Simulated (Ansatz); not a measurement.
Molecule: Hg2, net charge 1, doublet state. The spin state was set by rule; other spins were not relaxed. 
Coordinates optimised at B3LYP-D3(BJ)/def2-TZVP (Ansatz, an electronic-structure program):
```
Hg
Hg 1 2.8740
```
Charge +1, spin multiplicity 2.

Wanted: vertical ionisation energy (to the singlet state of charge +2; each state is the SCF solution reached for its spin; for the singlet the Hartree-Fock reference is unstable and T1 is 0.015), in eV. Cores are frozen in the correlated levels unless marked. Open shells are spin-unrestricted. No spin-orbit coupling. Frozen are the shells of the preceding noble gas and the d and f shells that filled before the atom's block. Past Kr the def2 sets carry scalar-relativistic core potentials. Basis-set limits of correlation are two-point, X^-3; Hartree-Fock from the larger set.

| level | program | vertical ionisation energy (eV) |
|---|---|---|
| SVWN5/def2-TZVPD | Ansatz | 15.27 |
| PBE/def2-TZVPD | Ansatz | 14.86 |
| r2SCAN/def2-TZVPD | Ansatz | 14.87 |
| B3LYP/def2-TZVPD | Ansatz | 14.85 |
| BHLYP/def2-TZVPD | Ansatz | 14.47 |
| CAM-B3LYP/def2-TZVPD | Ansatz | 14.80 |
| wB97M-V/def2-TZVPD | Ansatz | 14.42 |
| wB97X-V/def2-TZVPD | Ansatz | 14.47 |
| CCSD/def2-SVPD | Ansatz | 14.44 |
| CCSD/def2-QZVPPD | Ansatz | 14.56 |
| CCSD/CBS(def2-TZVPPD,def2-QZVPPD) | Ansatz | 14.59 |
| CCSD(T)/def2-SVPD | Ansatz | 14.42 |
| CCSD(T)/def2-TZVPPD | Ansatz | 14.54 |
| CCSD(T)/def2-QZVPPD | Ansatz | 14.61 |
| CCSD(T)/CBS(def2-TZVPPD,def2-QZVPPD) | Ansatz | 14.66 |
